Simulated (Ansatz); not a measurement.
C2H4ClSi (`C=C[SiH]Cl`) radical, relaxed with UKS PBE-D4/def2-SVP in Ansatz from a rough embedded geometry. The force threshold is 0.03 eV/Å; the program also tests the step.

Total charge 0; spin multiplicity 2.

Start:

```xyz
8

C    -0.916    0.699   -0.876
C    -0.245    0.271    0.184
Si    1.394   -0.588    0.244
Cl    0.711   -2.527    0.628
H    -0.463    0.633   -1.900
H    -1.831    1.239   -0.843
H    -0.737    0.400    1.152
H     2.088   -0.128    1.411
```

```csv
step,energy (eV),largest force (eV/Å),largest move (Å)
1,-22518.4992,1.705,0.000
2,-22518.6160,1.095,0.195
3,-22518.7044,0.924,0.140
4,-22518.7307,0.460,0.023
5,-22518.7365,0.144,0.114
6 (rejected),-22518.6365,0.592,0.200
7,-22518.7456,0.090,0.100
8,-22518.7480,0.046,0.057
9,-22518.7490,0.078,0.037
10,-22518.7500,0.076,0.051
11,-22518.7518,0.113,0.117
12,-22518.7534,0.094,0.035
13,-22518.7562,0.180,0.121
14,-22518.7580,0.201,0.075
15,-22518.7618,0.204,0.065
16,-22518.7665,0.205,0.116
17,-22518.7701,0.311,0.156
18,-22518.7800,0.235,0.072
19,-22518.8019,0.196,0.197
20,-22518.8162,0.271,0.195
21,-22518.8209,0.441,0.190
22,-22518.8446,0.155,0.200
23,-22518.8548,0.121,0.102
24,-22518.8569,0.072,0.045
25,-22518.8583,0.032,0.017
26,-22518.8585,0.017,0.013
```

End:

```xyz
8

C    -0.711    1.011   -0.676
C    -0.600   -0.140    0.029
Si    0.989   -1.092    0.167
Cl    1.164   -2.007    2.039
H     0.163    1.495   -1.147
H    -1.681    1.522   -0.809
H    -1.508   -0.587    0.475
H     2.184   -0.202   -0.078
```

Hardware: 4 threads of a server CPU on a shared host. Wall time 12 s, peak host memory 0.17 GiB.
